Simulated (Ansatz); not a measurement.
Problem. Name a neutral molecule of Br, Cl, Sn and H with HOMO energy (ωB97M-V/def2-TZVPP) between -11.00 and -10.70 eV and zero-point energy (PBE0-D4/def2-TZVP) between 19 and 35 kJ/mol (Ansatz, PBE0-D4/def2-TZVP geometry).

Solution. `[Cl][SnH]([Br])[Br]` (-10.99 eV, 25.6 kJ/mol). Other molecules can fit too; these were computed, each in one conformer that needn't be the lowest.
